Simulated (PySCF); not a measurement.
Al(F)2(NH2) (AlF2H2N), SMILES [NH2][Al]([F])[F]. Geometry: PBE0-D3(BJ)/def2-SVP. One conformer was computed; it need not be the lowest.

Level of theory: PBE0-D3(BJ)/def2-SVP in PySCF 2.14.0.

Harmonic wavenumbers (cm⁻¹): 200, 247, 287, 360, 399, 666, 695, 952, 969, 1522, 3632, 3727. Rotational constants (GHz): 6.469, 6.246, 3.178; symmetry number 2.

Q: Work out the zero-point energy and the ideal-gas rigid-rotor harmonic-oscillator thermochemistry at 298.15 K and 1 atm.

A: ZPE = ½ Σ hcν = ½ × 13657 cm⁻¹ = 19.52 kcal/mol. H − E(el) = 23.45 kcal/mol. Entropy in cal/(mol K): translation 39.09, rotation 23.95, vibration 8.36, total 71.40. G − E(el) = 2.16 kcal/mol. Cp = 18.93 cal/(mol K).
